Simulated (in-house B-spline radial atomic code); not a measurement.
The numbers below are computed, except where a source is named.
# C6 from the polarisability at imaginary frequency: As IV (As3+)

PBEsol linear response of the closed shell [Ar] 3d10 4s2, from a B-spline radial code for spherical atoms; scalar-relativistic (spin-free one-electron X2C), finite nucleus, no spin-orbit coupling; shells from n = 2 respond.

The dispersion coefficient of two like species is C6 = (3/π) ∫ α(iu)² du from 0 to ∞.

```tsv
u (hartree)	α(iu) (bohr³)
0	6.753
0.24	5.692
0.56	3.489
0.96	2.009
1.6	1.117
2.4	0.7063
3.6	0.4477
5.6	0.2652
8	0.167
12	0.09376
20	0.04205
40	0.0129
```

Problem. Fit one oscillator, α(iu) = α(0)/(1 + u²/ω²), through u = 0.24 and estimate C6.

Solution. From α(0)/α(iu) − 1 = 6.753/5.692 − 1 = 0.1864, ω = u/√0.1864 = 0.5559 hartree (15.1 eV). London's formula gives C6 = (3/4) α(0)² ω = 0.75 × 6.753² × 0.5559 = 19.01 hartree·bohr⁶, and the oscillator holds f = α(0) ω² = 2.09 electrons, of a sum of oscillator strengths of 28.6.

Problem. How does that compare with the full integral?

Solution. The program's quadrature over all excitations gives C6 = 21.27, so the single oscillator is off by -10.6 %. At the last point the fit gives α = 0.0013 against 0.0129: higher excitations, and deeper shells where there are any, keep the true curve higher at large u.
